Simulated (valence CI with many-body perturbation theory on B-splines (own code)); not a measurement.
**F⁴⁺: what each term of the Hamiltonian does**

Computed by relativistic CI+MBPT: three valence electrons over a frozen Dirac-Fock core [He], radial functions for each j: 11 s, 11 p, 9 d, 7 f, 5 g, 2 h, 1 i, with the one-electron correlation potential Σ1, the two-electron term Σ2, the three-electron term Σ3, Breit, model QED; selected CI, second order for the rest, scaled by the run's own slope (own B-spline code, finite nucleus).

Against 24 measured levels this calculation errs by 90 cm⁻¹ on average and by 220 at most. These come from a selection out of Moore, Atomic Energy Levels, vol. I, NSRDS-NBS 35 (1971 reprint of NBS Circular 467, 1949), an old analysis. Levels without a partner in it may be off by more.

Each rung adds one term. CI alone is the Dirac-Coulomb CI over the frozen core; QED comes last and gives the full result, which names the levels. Energies are above 2s2.2p 2P°_1/2 on the same rung, in cm⁻¹.

```
         Level  CI alone
2s2.2p 2P°_3/2       823
 2s.2p2 4P_1/2     86475
 2s.2p2 4P_3/2     86752
 2s.2p2 4P_5/2     87208
 2s.2p2 2D_5/2    154155
 2s.2p2 2D_3/2    154152
 2s.2p2 2S_1/2    198734
 2s.2p2 2P_1/2    217459
 2s.2p2 2P_3/2    218004
   2p3 4S°_3/2    279620
   2p3 2D°_5/2    310032
   2p3 2D°_3/2    310019
   2p3 2P°_1/2    350230
   2p3 2P°_3/2    350271
 2s2.3s 2S_1/2    523820
2s2.3p 2P°_1/2    564562
```

(1) What do these energies become with core correlation, Breit and QED?

(2) How does the ionisation energy move along the ladder, and which term matters most?

## Answers

(1) 2s2.2p 2P°_3/2 744 (-78); 2s.2p2 4P_1/2 85710 (-765); 2s.2p2 4P_3/2 85963 (-789); 2s.2p2 4P_5/2 86326 (-882); 2s.2p2 2D_5/2 152945 (-1210); 2s.2p2 2D_3/2 152965 (-1187); 2s.2p2 2S_1/2 197732 (-1002); 2s.2p2 2P_1/2 215052 (-2408); 2s.2p2 2P_3/2 215517 (-2487); 2p3 4S°_3/2 276427 (-3193); 2p3 2D°_5/2 307301 (-2731); 2p3 2D°_3/2 307350 (-2669); 2p3 2P°_1/2 347580 (-2650); 2p3 2P°_3/2 347601 (-2670); 2s2.3s 2S_1/2 524696 (+876); 2s2.3p 2P°_1/2 565299 (+738).

(2) CI alone 114.11, + Σ1 114.31, + Σ2 114.27, + Σ3 114.25, + Breit 114.23, + QED 114.24 eV. The largest step is Σ1, 0.20 eV. NIST lists 114.249 eV (semi-empirical).
